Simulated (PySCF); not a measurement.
Correlation energy of Ca (calcium, neutral)

[Ar] 3d2, high-spin 3F determinant (an excited configuration). All numbers are calculated (PySCF 2.14, the spin-free X2C one-electron Hamiltonian (Gaussian nucleus), in aug-cc-pwCVTZ-X2C (9s8p6d3f, 84 functions)). Frozen: [Ne]; 10 electrons correlated.

| level | correlation energy (mhartree) |
| --- | --- |
| CCSD | -262.17 |
| (T) | -7.67 |
| CCSD(T) | -269.84 |

Diagnostics: T1 = 0.015, D1 = 0.0475, largest double amplitude 0.091.

Problem. Is a single reference adequate?

Solution. Mostly. T1 lies below 0.03, but a double amplitude of this size points to a near-degeneracy that CCSD handles and MP2 describes poorly.
